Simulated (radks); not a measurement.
Task: Species: O1.5+. Configuration: [He] 2p(up 2, down 2) 2s(up 0.5, down 0) (fractional occupations, a model configuration). Calculated with a radial shooting solver on a logarithmic mesh with Libxc functionals: non-relativistic Kohn-Sham, r2SCAN, spin-polarised, spherical densities, point nucleus; meta-GGA in the generalised Kohn-Sham scheme. Some entries of the table are withheld. Estimate them.

| orbital | occ. | eigenvalue (eV) | <r> (bohr) |
|---|---|---|---|
| 1s up | 1 | -550.5021 | (1) |
| 1s down | 1 | -549.9747 | (2) |
| 2s up | 0.5 | (3) | 1.056 |
| 2s down | 0 | (4) | 1.067 |
| 2p up | 2 | -34.2651 | 1.054 |
| 2p down | 2 | -32.8439 | 1.069 |

Result: 
(1) 1s up <r> (bohr): 0.1993
(2) 1s down <r> (bohr): 0.1994
(3) 2s up eigenvalue (eV): -50.6954
(4) 2s down eigenvalue (eV): -48.8920
